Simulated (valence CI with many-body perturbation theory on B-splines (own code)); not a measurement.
Results of a calculation; reference values are marked as such.
## Level structure of Bi77+

Method: configuration interaction combined with many-body perturbation theory (CI+MBPT): four valence electrons over a frozen Dirac-Fock core [He], a basis of 9 s, 9 p, 8 d, 6 f, 3 g, 1 h functions for each j, with the one-electron correlation potential Σ1, the two-electron term Σ2, the three-electron term Σ3, Breit, model QED; selected CI, second order for the rest, scaled by the run's own slope (own B-spline code, finite nucleus).

No measured spectrum was set against this ion. As an estimate, large intervals hold to a few tenths of a per cent, small ones and those within an open d or f shell to about a per cent.

Levels 1 to 40 of 40, with energies above the lowest level, (2s^2 2p1/2^2) J=0. "Leading %" is the weight of the configuration and term that name the level; weights of strongly mixed levels are sums over their largest components and can fall short, so below about 35 % the name and the second component can differ from the true leading terms, or belong to a minority configuration. In the jj column 3d3/2^4 stands for four electrons in 3d with j = 3/2.

| No. | Configuration | Term | J | E (Ry) | Leading % | Leading jj | Second component | g |
| --- | --- | --- | --- | --- | --- | --- | --- | --- |
| 1 | 2s²2p² | ³P | 0 | 0.0 | 68 | 2s^2 2p1/2^2 (100 %) | 32 % 2s²2p² ¹S |  |
| 2 | 2s²2p² | ³P | 1 | 177.9 | 100 | 2s^2 2p1/2 2p3/2 (100 %) |  | 1.460 |
| 3 | 2s²2p² | ¹D | 2 | 179.3 | 66 | 2s^2 2p1/2 2p3/2 (100 %) | 34 % 2s²2p² ³P | 1.120 |
| 4 | 2s2p³ | ³P° | 2 | 205.0 | 49 | 2s 2p1/2^2 2p3/2 (100 %) | 25 % 2s2p³ ⁵S° | 1.470 |
| 5 | 2s2p³ | ¹P° | 1 | 212.5 | 32 | 2s 2p1/2^2 2p3/2 (100 %) | 30 % 2s2p³ ³D° | 1.110 |
| 6 | 2s²2p² | ³P | 2 | 359.7 | 65 | 2s^2 2p3/2^2 (99 %) | 34 % 2s²2p² ¹D | 1.283 |
| 7 | 2s²2p² | ¹S | 0 | 365.2 | 67 | 2s^2 2p3/2^2 (99 %) | 32 % 2s²2p² ³P |  |
| 8 | 2s2p³ | ⁵S° | 2 | 380.5 | 51 | 2s 2p1/2 2p3/2^2 (100 %) | 46 % 2s2p³ ³D° | 1.538 |
| 9 | 2s2p³ | ³D° | 3 | 383.9 | 100 | 2s 2p1/2 2p3/2^2 (100 %) |  | 1.282 |
| 10 | 2s2p³ | ³P° | 0 | 389.7 | 100 | 2s 2p1/2 2p3/2^2 (100 %) |  |  |
| 11 | 2s2p³ | ³S° | 1 | 391.7 | 54 | 2s 2p1/2 2p3/2^2 (100 %) | 44 % 2s2p³ ³D° | 1.293 |
| 12 | 2s2p³ | ¹D° | 2 | 392.2 | 74 | 2s 2p1/2 2p3/2^2 (100 %) | 21 % 2s2p³ ³D° | 1.033 |
| 13 | 2s2p³ | ³P° | 1 | 392.6 | 65 | 2s 2p1/2 2p3/2^2 (100 %) | 33 % 2s2p³ ¹P° | 1.274 |
| 14 | 2p⁴ | ³P | 2 | 420.8 | 67 | 2p1/2^2 2p3/2^2 (99 %) | 32 % 2p⁴ ¹D | 1.292 |
| 15 | 2p⁴ | ¹S | 0 | 426.4 | 65 | 2p1/2^2 2p3/2^2 (99 %) | 34 % 2p⁴ ³P |  |
| 16 | 2s2p³ | ³P° | 2 | 567.5 | 51 | 2s 2p3/2^3 (100 %) | 20 % 2s2p³ ⁵S° | 1.432 |
| 17 | 2s2p³ | ¹P° | 1 | 574.9 | 35 | 2s 2p3/2^3 (100 %) | 26 % 2s2p³ ³D° | 1.139 |
| 18 | 2p⁴ | ³P | 1 | 600.3 | 100 | 2p1/2 2p3/2^3 (100 %) |  | 1.460 |
| 19 | 2p⁴ | ¹D | 2 | 601.7 | 68 | 2p1/2 2p3/2^3 (100 %) | 32 % 2p⁴ ³P | 1.112 |
| 20 | 2p⁴ | ³P | 0 | 784.7 | 66 | 2p3/2^4 (100 %) | 34 % 2p⁴ ¹S |  |
| 21 | 2s²2p3s | ³P° | 0 | 1007.4 | 100 | 2s^2 2p1/2 3s (100 %) |  |  |
| 22 | 2s²2p3s | ³P° | 1 | 1007.6 | 67 | 2s^2 2p1/2 3s (100 %) | 33 % 2s²2p3s ¹P° | 1.289 |
| 23 | 2s²2p3p | ³D | 1 | 1015.2 | 74 | 2s^2 2p1/2 3p1/2 (100 %) | 22 % 2s²2p3p ¹P | 0.621 |
| 24 | 2s²2p3p | ³P | 0 | 1019.6 | 67 | 2s^2 2p1/2 3p1/2 (99 %) | 32 % 2s²2p3p ¹S |  |
| 25 | 2s2p²3s | ⁵P | 1 | 1032.3 | 40 | 2s 2p1/2^2 3s (100 %) | 32 % 2s2p²3s ³S | 1.980 |
| 26 | 2s2p²3s | ³P | 0 | 1035.7 | 67 | 2s 2p1/2^2 3s (99 %) | 32 % 2s2p²3s ¹S |  |
| 27 | 2s2p²3p | ³P° | 1 | 1040.9 | 33 | 2s 2p1/2^2 3p1/2 (100 %) | 20 % 2s2p²3p ⁵D° | 1.314 |
| 28 | 2s2p²3p | ³P° | 0 | 1041.0 | 53 | 2s 2p1/2^2 3p1/2 (100 %) | 40 % 2s2p²3p ⁵D° |  |
| 29 | 2s²2p3p | ³D | 2 | 1069.7 | 51 | 2s^2 2p1/2 3p3/2 (100 %) | 32 % 2s²2p3p ¹D | 1.136 |
| 30 | 2s²2p3p | ³P | 1 | 1069.8 | 49 | 2s^2 2p1/2 3p3/2 (100 %) | 30 % 2s²2p3p ³S | 1.493 |
| 31 | 2s²2p3d | ³F° | 2 | 1075.2 | 75 | 2s^2 2p1/2 3d3/2 (100 %) | 20 % 2s²2p3d ¹D° | 0.734 |
| 32 | 2s²2p3d | ³D° | 1 | 1077.3 | 50 | 2s^2 2p1/2 3d3/2 (100 %) | 33 % 2s²2p3d ¹P° | 0.824 |
| 33 | 2s²2p3d | ³P° | 2 | 1089.6 | 46 | 2s^2 2p1/2 3d5/2 (96 %) | 34 % 2s²2p3d ³D° | 1.284 |
| 34 | 2s²2p3d | ³F° | 3 | 1090.0 | 45 | 2s^2 2p1/2 3d5/2 (100 %) | 32 % 2s²2p3d ¹F° | 1.086 |
| 35 | 2s2p²3p | ³P° | 2 | 1095.0 | 36 | 2s 2p1/2^2 3p3/2 (96 %) | 18 % 2s2p²3p ⁵P° | 1.476 |
| 36 | 2s2p²3p | ³D° | 1 | 1095.4 | 30 | 2s 2p1/2^2 3p3/2 (100 %) | 22 % 2s2p²3p ¹P° | 1.143 |
| 37 | 2s2p²3d | ³D | 1 | 1100.4 | 48 | 2s 2p1/2^2 3d3/2 (100 %) | 34 % 2s2p²3d ⁵F | 0.476 |
| 38 | 2s2p²3d | ³D | 2 | 1100.8 | 30 | 2s 2p1/2^2 3d3/2 (99 %) | 15 % 2s2p²3d ⁵F | 1.091 |
| 39 | 2s2p²3d | ³D | 3 | 1114.5 | 39 | 2s 2p1/2^2 3d5/2 (100 %) | 16 % 2s2p²3d ⁵D | 1.317 |
| 40 | 2s2p²3d | ³D | 2 | 1115.9 | 26 | 2s 2p1/2^2 3d5/2 (99 %) | 24 % 2s2p²3d ³F | 1.038 |

The ionisation energy to 2s²2p ²P°1/2 of the next ion comes out as 24155 eV (NIST: 24150 ± 120 eV (theoretical)). All 40 levels together are meant to be complete up to 1118.2 Ry.
